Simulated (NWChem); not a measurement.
Species: BNH2, triplet; SMILES of the neutral closed-shell parent B=N

```xyz
4

B     -0.1622    -0.8067     0.0000
N     -0.1124     0.5724     0.0000
H      0.9925    -1.2833     0.0000
H      0.6054     1.3099     0.0000
```
Atoms are numbered in this order, from 1.

Results from NWChem. Spin-unrestricted. In the optimisation the excess spin sits in a' (Cs, its own frame). The geometry was optimised at PBE-D3(BJ)/def2-SVP, spin-unrestricted. The spin multiplicity was typed, not searched, and may not be the lowest. No stability test was run on the SCF state. Vertical excitations in the gas phase; the lowest state need not have the same character in each row. Excited states of an open shell can be spin-contaminated.

```tsv
level	lowest excitation (eV)	oscillator strength of that lowest state	lowest state with f > 0.02 (eV)	oscillator strength of that bright state	lowest empty minus highest occupied level, either spin (eV)
B3LYP/aug-cc-pVDZ, TDA	0.90	0.001	4.61	0.044	0.82
PBE0/aug-cc-pVDZ, TDA	0.99	0.001	4.84	0.039	1.59
LRC-wPBEh/aug-cc-pVDZ, TDA	0.98	0.001	5.07	0.029	5.24
```
